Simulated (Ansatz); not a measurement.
**Ligand exchange: SnH2(SH)2 + SiH2(SH)2 → SnH(SH)3 + SiH3(SH)**

Gas-phase species: SnH2(SH)2, singlet; SiH2(SH)2, singlet; SnH(SH)3, singlet; SiH3(SH), singlet. The partners trade H for SH: Sn–H and Si–SH bonds give way to Sn–SH and Si–H.

Shapes, held fixed at every level: PBE0-D4/def2-TZVP. Flexible molecules stand in one conformer, not always the lowest. Programs: Ansatz 0.2.0. Electronic energies: no zero-point or thermal term.

| level | kind | ΔE (kJ/mol) | less CCSD(T)/def2-TZVPP |
| --- | --- | --- | --- |
| HF/def2-SVP | Hartree–Fock | -12.4 | -5.6 |
| HF/def2-TZVPP | Hartree–Fock | -7.1 | -0.3 |
| SPW92/def2-TZVPP | LDA | -1.1 | +5.7 |
| r2SCAN-D4/def2-TZVPP | meta-GGA | -6.0 | +0.8 |
| PBE0-D4/def2-TZVPP | global hybrid | -5.8 | +1.0 |
| r2SCAN0-D4/def2-TZVPP | global hybrid | -5.0 | +1.8 |
| wB97M-V/def2-TZVPP | range-separated hybrid | -5.4 | +1.4 |
| CCSD(T)/def2-TZVPP | coupled cluster or CI | -6.8 | 0.0 |

The highest level, CCSD(T)/def2-TZVPP, gives ΔE = -6.8 kJ/mol; the levels span -12.4 to -1.1. The column of differences is taken from that level and isn't an error. No measured value is set beside it here. For atoms past krypton def2 sets carry core potentials with scalar relativity. Outer-core shells of Sn are correlated, in sets that cover them unevenly.
